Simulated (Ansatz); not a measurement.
Coupled-cluster run, C₂H₈BGeIn.

```yaml
crystal:
  periodic: [false, false, false]
  atoms:
    - {symbol: B, position_ang: [-1.781299, -0.034141, -0.434111]}
    - {symbol: Ge, position_ang: [-0.552226, -0.227901, 1.054665]}
    - {symbol: In, position_ang: [-0.234388, -1.675676, -1.390978]}
    - {symbol: C, position_ang: [1.135618, 0.707773, 1.211066]}
    - {symbol: C, position_ang: [1.346642, 1.878871, 0.616337]}
    - {symbol: H, position_ang: [-2.780292, -0.697659, -0.444606]}
    - {symbol: H, position_ang: [-1.622812, 0.851980, -1.225580]}
    - {symbol: H, position_ang: [-0.590867, -1.387356, 2.070003]}
    - {symbol: H, position_ang: [-0.832545, -1.767253, -3.006795]}
    - {symbol: H, position_ang: [1.113736, -2.684426, -0.986811]}
    - {symbol: H, position_ang: [1.924947, 0.267289, 1.814979]}
    - {symbol: H, position_ang: [2.291565, 2.407371, 0.708332]}
    - {symbol: H, position_ang: [0.581920, 2.361130, 0.013499]}
basis:
  gaussian: {orbitals: def2-SVP}
correlation: {method: ccsd_t}
```

```sh
$ ansatz run in.yaml --threads 4 --pin off --events-out ev --progress --plain --max-ram 10444MiB
```

Output of Ansatz, abridged:

```
Functional definition: HF
1502 factors; integrals over basis functions are off by at most 1.5e-3 eV
mean field evaluation 1: about -64466.9530 eV, gradient 2.7e1 eV
mean field evaluation 2: about -64467.0339 eV, gradient 2.7e1 eV
mean field evaluation 4: about -64469.7498 eV, gradient 3.5e0 eV
mean field evaluation 8: about -64469.7933 eV, gradient 1.8e-1 eV
mean field -64469.79357892 eV, -2369.2212148297 hartree, gradient 1.7e-6 eV, S^2 0.000000; 0 other end points of the search recorded, 0 dependent functions left out
16 core orbitals not correlated: weight in the atoms' cores, before any rotation towards them, 1.000 or more for the frozen orbitals, at most 0.000 for the correlated occupied ones
reference -64469.79357892 eV, -2369.2212148297 hartree; 23, 23 occupied and 101, 101 virtual orbitals, 1502 factors
second order -18.79430845 eV of doubles, -0.00000000 eV of singles
cycle   1  -19.46367905 eV  change   -6.7e-1 eV  update   1.2e-1
cycle   2  -20.17213449 eV  change   -7.1e-1 eV  update   3.7e-2
cycle   3  -20.27382695 eV  change   -1.0e-1 eV  update   1.7e-2
cycle   4  -20.27399514 eV  change   -1.7e-4 eV  update   5.0e-3
cycle   5  -20.27428235 eV  change   -2.9e-4 eV  update   1.9e-3
cycle   6  -20.27372175 eV  change    5.6e-4 eV  update   6.0e-4
cycle   7  -20.27372798 eV  change   -6.2e-6 eV  update   2.5e-4
cycle   8  -20.27376275 eV  change   -3.5e-5 eV  update   8.9e-5
cycle   9  -20.27375599 eV  change    6.8e-6 eV  update   3.7e-5
perturbative correction -0.75898443 eV, -0.0278921634 hartree
Total energy: -64490.82631935 eV, -2369.9941537838 hartree
```

It took 21 s on 4 threads of an Intel Xeon on a shared host, with 1.1 GiB of host memory at the peak.

Correlation energy per correlated electron: -0.457 eV. T1 diagnostic: 0.0113.
